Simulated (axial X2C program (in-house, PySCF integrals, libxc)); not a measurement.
**What spin–orbit coupling does to RuGe**

Computed with an axial X2C code built on PySCF integrals. Spin-free means the one-electron spin-free X2C Hamiltonian; two-component (2c) means X2C with spin–orbit coupling and atomic mean-field two-electron Coulomb and Gaunt terms, so the difference of the two also holds small scalar two-electron terms. Basis: Ru dyall-cv3z [12s12p8d5f3g], Ge dyall-cv3z [9s9p7d4f1g] (cores contracted in-house); Gaussian nuclei, density fitting, unrestricted open shells. Masses: Ru 101.904 u, Ge 73.921 u.

Spin-free state: M_S = 1, Λ = 2 (beyond evenly filled blocks: σα, δ+α, δ+β, δ-α); fragments Ru + Ge.

```csv
level,Re (Å),ωe (cm⁻¹),De (eV),μ (D)
PBE0,2.188,319.1,3.077,-1.12
PBE,2.192,344.5,4.001,-0.71
```

Dipoles are positive if Ge is the positive end.

Two-component determinant lowest at the distance of the search:

Ω = 3 (⟨Sz⟩ = 1.00, ⟨Lz⟩ = 2.00 at PBE0); fragments Ru + Ge.

```tsv
level	Re (Å)	ωe (cm⁻¹)	μ (D)
PBE0	2.189	318.9	-1.12
PBE	2.192	343.9	-0.72
```

Question: From the two tables, how do the constants change at the PBE0 level (2c against spin-free)?

Answer: At the PBE0 level Re is unchanged within 0.001 Å and ωe stays the same within 0.2 cm⁻¹.

Occupations by symmetry block were frozen at the best pattern of an incomplete PBE0 search. De is counted from the lowest determinant-based energies of the atoms at the same level, without counterpoise correction. De is not given where an atomic determinant may have missed its ground term or J level, or where the truncated virtual space spoils (T). Density functionals use the spin component along the axis (collinear). PBE0 can misorder states that lie within some tenths of an eV, so this need not be the ground state of the molecule. The nearest other spin-free determinant of the search, M_S = 1, Λ = 0, lies 0.29 eV up at the distance of the search. The functionals have no current-density term, which raises determinants with orbital currents, atoms included. With several unpaired electrons one determinant need not be a pure state. The determinant is spin-polarised beyond a pure state at some levels (its spin-free form has ⟨S²⟩ too high), which makes Re and μ there less reliable.
